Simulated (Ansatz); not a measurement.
The cluster ZnAg₆⁻. The state is a doublet with charge -1. Geometry PBE-D4/def2-SVPD, basis def2-SVP, Ansatz.

```csv
atom,x (Å),y (Å),z (Å)
Zn1,0.304,-0.194,1.439
Ag2,-2.068,-0.873,0.556
Ag3,0.303,-1.583,-0.838
Ag4,1.199,1.199,-0.652
Ag5,-1.261,0.523,-1.739
Ag6,-1.195,1.837,0.740
Ag7,2.717,-0.909,0.494
```

```tsv
run	HOMO (eV)	LUMO (eV)
A	-1.64	2.98
B	-0.17	0.98
C	-0.23	1.23
D	-0.01	0.74
E	0.13	0.52
```

In the def2 sets Ag takes a core potential; there is no spin–orbit coupling. LC-ωPBE has ω = 0.4 bohr⁻¹. No other spin state of charge -1 was run. The structure comes from a short search, and lower isomers may exist.

HOMO and LUMO are taken over both spins.

Q: The runs used LC-ωPBE, PBE, PBE0, r2SCAN, r2SCANh. Estimate which is which.

A: A LC-ωPBE (range-separated); B r2SCANh (10 % exact exchange); C PBE0 (25 % exact exchange); D r2SCAN (0 % exact exchange); E PBE (0 % exact exchange). Exact exchange lowers occupied and raises empty levels; among semilocal functionals meta-GGAs tend to open the gap a little, and such runs are hard to tell apart. The gap grows from 0.39 eV (PBE) to 4.62 eV (LC-ωPBE). At PBE-D4/def2-SVP the highest occupied level of the charge -1 doublet lies above zero (up to 0.13 eV). It is a level of α spin, whose loss leaves a singlet; that state wasn't run at this geometry and level. The electron is either unbound and held by the finite basis, or the level is raised by self-interaction error.
